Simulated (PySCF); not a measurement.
## Static response to an electric field

Species: C4ClNS3.
Structure used (GFN2-xTB), in Å, numbered top down from 1:
```
atom  x, y, z in Å
N1    -3.0084   -1.2847   -0.2228
C2    -1.9515   -0.8494   -0.1458
C3    -0.6522   -0.3269   -0.0510
S4     0.7041   -1.4345    0.0455
C5     1.9535   -0.2094    0.1385
S6     3.5340   -0.5581    0.2531
S7     1.3224    1.4401    0.0952
C8    -0.3560    0.9967   -0.0273
Cl9   -1.5323    2.2323   -0.1105
```

Level: PBE0/def2-SVPD (PySCF), static field, nuclei fixed, core orbitals frozen in the response. The polarisability tensor in these axes (au):

```
x   190.99  -5.80   8.67
y    -5.80 131.11  -0.33
z     8.67  -0.33  72.16
```

Question: Diagonalise the tensor; give its mean and Δα, where Δα² is half the sum of the squared differences of the eigenvalues.

Answer: Principal values 71.53, 130.56 and 192.17 au; mean 131.42 au = 19.47 Å³ = 21.67 × 10⁻⁴⁰ C²·m²/J; Δα = 104.48 au (80 % of the mean).

Question: What is the dipole moment, and where does it point?

Answer: (0.74, 1.88, 0.06) D, 2.02 D in size, pointing from the negative to the positive side. Measured along this direction, the outermost atoms are N1 at the negative end and S7 at the positive end.

Question: Rayleigh depolarisation ratio (linearly polarised light, static tensor)?

Answer: ρ = 3Δα²/(45ᾱ² + 4Δα²) = 32749.9/(777176 + 43666.5) = 0.0399.

Question: Sum over states: ᾱ = Σ f/ω², ω in Eh. What share falls to these 8 lowest TDDFT singlets (eV, f)? 3.00, 0.0000; 3.84, 0.1464; 3.94, 0.0588; 4.00, 0.0006; 4.02, 0.0004; 4.46, 0.0173; 5.33, 0.0002; 5.47, 0.0008.

Answer: They add up to 10.89 au, 8.3 % of the 131.42 au; the largest single term is 7.37 au, from the state at 3.84 eV. Terms in order: 0.00, 7.37, 2.81, 0.03, 0.02, 0.64, 0.00, 0.02 au. Higher excitations give the rest. The strengths listed sum to 0.225.

Question: Directions of the eigenvectors, and the extent of the frame along each?

Answer: Largest value along (0.99, -0.09, 0.07), where the nuclei span 6.46 Å; middle along (0.09, 1.00, 0.01), 3.64 Å; least along (-0.07, 0.00, 1.00), 0.00 Å. The response follows the extents in order.

Question: What are the principal values of the traceless quadrupole moment, Θ = ½Σq(3rr − r²1), about the centre of nuclear charge?

Answer: -18.92, 7.02, 11.90 D·Å. The values depend on the origin, since the dipole doesn't vanish. The electronic extent ⟨r²⟩ about the same centre is 2159 bohr², a root-mean-square distance of 2.51 Å for the 96 electrons.

Question: Refractivity n − 1 of an ideal gas of it at 298.15 K and 1 atm, from the electronic α?

Answer: N = p/kT = 2.4615 × 10¹⁹ cm⁻³, so n − 1 = 2π × N × 19.47 × 10⁻²⁴ cm³ = 3012 × 10⁻⁶ at long wavelengths.

Isolated species at its GFN2-xTB geometry, gas phase.
